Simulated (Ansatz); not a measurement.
Start from `[OH][Ga]([SH])[Cl]` and change one atom or group to get `[OH][Ga]([SH])[O][SiH3]`.

Ansatz, PBE0-D4/def2-TZVP geometries, multiplicity 1. Each molecule was computed in one conformer, which needn't be the lowest.

Scalar relativity is left out up to krypton.

```json
{"property": "HOMO energy (PBE/def2-TZVPP) / eV", "`[OH][Ga]([SH])[Cl]`": "-6.86"}
{"property": "HOMO–LUMO gap (ωB97M-V/def2-TZVPP) / eV", "`[OH][Ga]([SH])[Cl]`": "11.02"}
{"property": "LUMO energy (PBE0/def2-TZVPP) / eV", "`[OH][Ga]([SH])[Cl]`": "-1.18"}
{"property": "HOMO–LUMO gap (PBE0/def2-TZVPP) / eV", "`[OH][Ga]([SH])[Cl]`": "6.94"}
{"property": "HOMO–LUMO gap (PBE/def2-TZVPP) / eV", "`[OH][Ga]([SH])[Cl]`": "4.75"}
{"property": "LUMO energy (PBE/def2-TZVPP) / eV", "`[OH][Ga]([SH])[Cl]`": "-2.11"}
```

Give the same properties after the change, and the shifts. (An estimate is asked.)

Computed: 
```csv
property,`[OH][Ga]([SH])[O][SiH3]`,shift
HOMO energy (PBE/def2-TZVPP) / eV,-6.74,0.12
HOMO–LUMO gap (ωB97M-V/def2-TZVPP) / eV,10.88,-0.14
LUMO energy (PBE0/def2-TZVPP) / eV,-1.11,0.07
HOMO–LUMO gap (PBE0/def2-TZVPP) / eV,6.89,-0.05
HOMO–LUMO gap (PBE/def2-TZVPP) / eV,4.71,-0.04
LUMO energy (PBE/def2-TZVPP) / eV,-2.04,0.07
```

With PBE0 the HOMO rises by 0.13 eV and the LUMO rises by 0.07 eV, so the gap narrows by about 0.06 eV. PBE moves the HOMO by 0.12 eV and ωB97M-V by 0.11 eV.
